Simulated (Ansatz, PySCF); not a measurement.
The pair A = C2H4 (SMILES C=C) (first 6 atoms), B = CH3NO (SMILES NC=O); geometry from B3LYP-D3(BJ)/def2-TZVP.
(charge 0, multiplicity 1):
```json
[
 {"atom": "C", "x (Å)": "0.4519", "y (Å)": "0.4774", "z (Å)": "0.7391"},
 {"atom": "C", "x (Å)": "-0.4232", "y (Å)": "-0.5141", "z (Å)": "0.6331"},
 {"atom": "H", "x (Å)": "1.2096", "y (Å)": "0.4683", "z (Å)": "1.5133"},
 {"atom": "H", "x (Å)": "0.4487", "y (Å)": "1.3184", "z (Å)": "0.0556"},
 {"atom": "H", "x (Å)": "-1.1806", "y (Å)": "-0.5278", "z (Å)": "-0.1418"},
 {"atom": "H", "x (Å)": "-0.3974", "y (Å)": "-1.3525", "z (Å)": "1.3186"},
 {"atom": "N", "x (Å)": "-0.9590", "y (Å)": "0.4958", "z (Å)": "3.9192"},
 {"atom": "C", "x (Å)": "-0.0705", "y (Å)": "-0.3495", "z (Å)": "4.4909"},
 {"atom": "O", "x (Å)": "0.7501", "y (Å)": "-1.0084", "z (Å)": "3.8888"},
 {"atom": "H", "x (Å)": "-0.9634", "y (Å)": "0.6063", "z (Å)": "2.9151"},
 {"atom": "H", "x (Å)": "-1.6137", "y (Å)": "1.0116", "z (Å)": "4.4796"},
 {"atom": "H", "x (Å)": "-0.1645", "y (Å)": "-0.3847", "z (Å)": "5.5920"}
]
```

Correlated levels freeze the cores.

The values were computed with Ansatz (an electronic-structure program); PySCF for the dispersion terms. Values without a source in brackets are computed.

The monomers are drawn apart, rigid, along the line of their centres of mass. Counterpoise-corrected interaction energies (kcal/mol):

```
level                   R = 4.453 Å  R = 5.493 Å
----------------------  -----------  -----------
PBE/def2-TZVPPD             -1.3481      -0.4902
PBE-D3(BJ)/def2-TZVPPD      -1.8918      -0.6636
wB97M-V/def2-TZVPPD         -1.6736      -0.6219
CCSD(T)/aug-cc-pVDZ         -1.5792      -0.5828
```

Problem. R is the distance of the centres of mass. Find the local exponent m of E ∝ R⁻ᵐ between the two points.

Solution. 
m = ln(E₁/E₂)/ln(R₂/R₁): PBE/def2-TZVPPD 4.8; PBE-D3(BJ)/def2-TZVPPD 5.0; wB97M-V/def2-TZVPPD 4.7; CCSD(T)/aug-cc-pVDZ 4.8. For scale, two fixed dipoles give m = 3, dipole and quadrupole 4, quadrupoles 5, and dispersion or dipole-induced dipole 6 at long range; at these distances several terms mix, and what is left of overlap and damping shifts m, so it need not match one of them.
